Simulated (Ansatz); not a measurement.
Abridged output of a molecular run in Ansatz:

```
Functional definition: HF
1479 factors; integrals over basis functions are off by at most 1.0e-3 eV
mean field evaluation 1: about -75787.6302 eV, gradient 3.4e1 eV
mean field evaluation 2: about -75787.8770 eV, gradient 3.5e1 eV
mean field evaluation 4: about -75790.9561 eV, gradient 4.0e0 eV
mean field evaluation 8: about -75791.0175 eV, gradient 2.7e-1 eV
mean field -75791.01783369 eV, -2785.2685323910 hartree, gradient 3.6e-6 eV, S^2 0.000000; 0 other end points of the search recorded, 0 dependent functions left out
16 core orbitals not correlated: weight in the atoms' cores, before any rotation towards them, 1.000 or more for the frozen orbitals, at most 0.000 for the correlated occupied ones
reference -75791.01783369 eV, -2785.2685323910 hartree; 18, 18 occupied and 216, 216 virtual orbitals, 1479 factors
second order -21.51891336 eV of doubles, -0.00000000 eV of singles
cycle   1  -22.03095698 eV  change   -5.1e-1 eV  update   9.5e-2
cycle   2  -22.60673901 eV  change   -5.8e-1 eV  update   2.7e-2
cycle   3  -22.68126397 eV  change   -7.5e-2 eV  update   1.2e-2
cycle   4  -22.67151898 eV  change    9.7e-3 eV  update   3.1e-3
cycle   5  -22.67171082 eV  change   -1.9e-4 eV  update   1.5e-3
cycle   6  -22.67167490 eV  change    3.6e-5 eV  update   4.7e-4
cycle   7  -22.67144248 eV  change    2.3e-4 eV  update   1.9e-4
cycle   8  -22.67147638 eV  change   -3.4e-5 eV  update   6.1e-5
cycle   9  -22.67148933 eV  change   -1.3e-5 eV  update   2.0e-5
perturbative correction -0.85247366 eV, -0.0313278292 hartree
Total energy: -75814.54179668 eV, -2786.1330220859 hartree
```

Its atoms:

Cartesian coordinates in Å:
```
C 0.788 0.922 -1.068
N 0.436 -0.412 -0.625
Si -0.936 -0.747 0.334
Se -1.068 0.305 2.370
H 1.359 1.490 -0.324
H 1.369 0.881 -1.993
H -0.122 1.487 -1.283
H 1.226 -1.030 -0.534
H -0.961 -2.216 0.529
H -2.153 -0.232 -0.341
H 0.061 -0.447 2.933
```

(1) Which basis set was used?
A. def2-TZVPP
B. cc-pV(D+d)Z
C. def2-TZVPPD
D. def2-SVP

(2) Write the keys of the input that set method, charge and spin (a neutral closed shell needs none for the last two).

Results:

(1) A. It gives 250 functions.

(2) 
```yaml
correlation: {method: ccsd_t}
```
